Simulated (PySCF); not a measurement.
Method: B3LYP-D3(BJ)/def2-TZVP run with PySCF. Isolated molecules, 0 K electronic values unless said otherwise. One relaxed conformer stands for a flexible species; it need not be the lowest. B3LYP has the VWN-RPA correlation part, as in Gaussian. 

Reference species (SMILES): `C[N+]C` (triplet; the order of the spin states depends on the level) (charge +1, multiplicity 3).

```
Property                          Result
-----------------------------  ---------
highest occupied spin orbital  -14.61 eV
```

Changed species: `C[N+]S` (excited triplet; C–N–S–H torsion 106°) (X = mercapto, multiplicity 3; the reference has X = methyl, multiplicity 3).

Question: Give the shifts of the highest occupied spin orbital.

Answer: the highest occupied spin orbital increases by 1.01 eV, to -13.60 eV.
